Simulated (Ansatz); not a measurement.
Born–Oppenheimer molecular dynamics of Cl3H3OSi (8 atoms, charge 0, multiplicity 1). It starts at the highest image of a converged band. Of that band: Neighbouring images differ by up to 1.8 eV, so the band resolves the path poorly. A vibrational analysis at the climbing image gives one clearly imaginary mode, 1380i cm⁻¹: a first-order saddle point.

These are results of Ansatz, RKS r2SCAN/6-31G*, not measurements.

| Item | Value |
| --- | --- |
| ensemble | NVE (velocity Verlet) |
| time step | 0.5 fs |
| steps asked | 200 |
| starting velocities drawn for | 300 K |
| seed | 6375 |

First frame:

```xyz
8
Properties=species:S:1:pos:R:3
Si -0.367 0.088 -0.161
H -0.193 0.904 1.295
Cl 1.525 -0.700 0.127
Cl -0.523 1.888 -1.146
Cl -1.053 -1.226 -1.660
O -1.714 -0.432 0.958
H -1.940 -1.378 1.065
H -0.998 0.228 1.616
```

Task: What does the run give?

Result: The run went to its last step.

```yaml
steps_done: 200
time_covered: 100 fs
mean_temperature_over_the_second_half: 2507 K
spread_of_the_potential_energy_over_the_second_half: 35.4 meV per atom
mean_potential_energy_of_the_second_half_above_the_start: -214.0 meV per atom
```

The conserved energy stayed within 0.53 meV per atom of its start (net change -0.47 meV per atom), so the integration is sound. The kinetic energy rose, since the run started high on the potential surface and went downhill. It ends in pieces (Cl3HOSi + H2), so much of that is their flight and rotation, not heat. A run of 0.1 ps of so small a system gives no equilibrium averages. The orbitals stay closed-shell, which can raise the energy where a bond breaks towards radicals; this wasn't checked here.

Task: What happens to the structure?

Result: Between its relaxed ends the band would form Si1–O6, H2–H8 and break Si1–H2, O6–H8. These pairs go: Si1–O6 1.83 → 1.62 Å, H2–H8 1.10 → 0.71 Å, Si1–H2 1.68 → 11.46 Å, O6–H8 1.18 → 12.15 Å. In the last frame they stand as after the step (other bonds may differ from the relaxed reactants and products). It ends as Cl3HOSi + H2. Pairs count as bonded within 1.25 times the sum of covalent radii (0.12 Å more for H–H). This is one draw of velocities; another would differ in detail.

Task: How do temperature and energy run in time?

Result: 
```csv
time (fs),T (K),potential energy less start (eV),conserved less start (meV/atom)
0,300,0.000,0.00
3,254,0.036,0.06
6,375,-0.057,0.12
9,787,-0.380,-0.23
12,1410,-0.864,-0.44
15,1764,-1.134,0.08
18,2007,-1.321,0.36
21,2206,-1.478,0.04
24,2429,-1.655,-0.45
27,2580,-1.772,-0.48
30,2668,-1.835,0.16
33,2883,-2.001,0.31
36,3053,-2.135,-0.02
39,3160,-2.221,-0.43
42,3121,-2.192,-0.45
45,2983,-2.079,0.18
48,3023,-2.110,0.25
51,3098,-2.170,-0.05
54,3113,-2.185,-0.40
57,2940,-2.051,-0.42
60,2635,-1.810,0.20
63,2497,-1.703,0.17
66,2396,-1.626,-0.08
69,2292,-1.548,-0.34
72,2109,-1.406,-0.34
75,1910,-1.247,0.22
78,1979,-1.301,0.09
81,2134,-1.423,-0.12
84,2304,-1.557,-0.30
87,2396,-1.628,-0.28
90,2431,-1.651,0.21
93,2656,-1.827,-0.03
96,2874,-1.997,-0.17
99,3022,-2.113,-0.26
```

Time of the run: 7.9 min on 4 threads of Arm Neoverse V1, with other jobs on the host, peak memory 0.17 GiB.
